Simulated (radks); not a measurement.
Hg+, configuration [Xe] 4f14 5d9 6s2 (not the ground configuration).

All-electron calculation, Dirac Kohn-Sham, BLYP, spin-unpolarised, spherical densities, point nucleus; open shells fill j = l - 1/2 first. Program: a radial shooting solver on a logarithmic mesh with Libxc functionals.

Energy parts (eV):
total: -535048.41
kinetic: 617607.11
electron-nucleus: -1349217.33
Hartree: 206747.74
exchange-correlation: -10185.93

Orbitals (lengths in bohr, moments of r in powers of bohr; <r^-3> diverges for s and p1/2):
| orbital | occ. | eigenvalue (eV) | <r^-3> | <r^4> | small-component weight |
|---|---|---|---|---|---|
| 1s1/2 | 2 | -83068.59 | - | 3.990e-07 | 9.27e-02 |
| 2s1/2 | 2 | -14720.50 | - | 0.00005782 | 2.13e-02 |
| 2p1/2 | 2 | -14122.07 | - | 0.00003429 | 2.14e-02 |
| 2p3/2 | 4 | -12173.44 | 21440 | 0.00005384 | 1.89e-02 |
| 3s1/2 | 2 | -3502.160 | - | 0.002098 | 7.12e-03 |
| 3p1/2 | 2 | -3233.138 | - | 0.001826 | 7.06e-03 |
| 3p3/2 | 4 | -2801.519 | 5011 | 0.002546 | 6.36e-03 |
| 3d3/2 | 4 | -2357.018 | 876.6 | 0.001682 | 6.24e-03 |
| 3d5/2 | 6 | -2264.552 | 723.2 | 0.001859 | 6.05e-03 |
| 4s1/2 | 2 | -779.5074 | - | 0.04679 | 2.43e-03 |
| 4p1/2 | 2 | -664.2714 | - | 0.04978 | 2.33e-03 |
| 4p3/2 | 4 | -560.0105 | 1214 | 0.06869 | 2.06e-03 |
| 4d3/2 | 4 | -371.9327 | 191.2 | 0.08124 | 1.86e-03 |
| 4d5/2 | 6 | -352.5031 | 154.1 | 0.08951 | 1.79e-03 |
| 4f5/2 | 6 | -110.4444 | 32.70 | 0.1549 | 1.42e-03 |
| 4f7/2 | 8 | -106.2501 | 31.04 | 0.1640 | 1.39e-03 |
| 5s1/2 | 2 | -130.3245 | - | 1.198 | 6.26e-04 |
| 5p1/2 | 2 | -92.2077 | - | 1.682 | 5.41e-04 |
| 5p3/2 | 4 | -73.7337 | 211.3 | 2.473 | 4.56e-04 |
| 5d3/2 | 4 | -22.4026 | 20.02 | 9.672 | 2.66e-04 |
| 5d5/2 | 5 | -20.4348 | 15.54 | 11.50 | 2.47e-04 |
| 6s1/2 | 2 | -15.8780 | - | 71.98 | 8.59e-05 |

The highest occupied level is 6s1/2 at -15.878 eV. The density falls to 0.001 e/bohr^3 at r = 4.03 bohr.
